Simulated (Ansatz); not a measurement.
Task: Name a neutral molecule of C, O, Si and H with HOMO energy (PBE0/def2-TZVPP) between -7.10 and -6.80 eV and size of the dipole moment (PBE/def2-TZVPP) between 1.90 and 2.20 D (Ansatz, PBE0-D4/def2-TZVP geometry).

Result: `O/C=C/[SiH2]O` (-7.05 eV, 2.05 D); `OC#CC[SiH3]` (-6.87 eV, 2.00 D); `C=C(O)[SiH2]O` (-7.06 eV, 2.03 D); `O=C[SiH2][SiH3]` (-7.07 eV, 2.03 D); `O[Si@H]1C[C@@H]1[SiH3]` (-6.86 eV, 1.92 D); `C[SiH]1[SiH2]O[SiH2]1` (-7.09 eV, 2.03 D). Other molecules can fit too; these were computed, each in one conformer that needn't be the lowest.
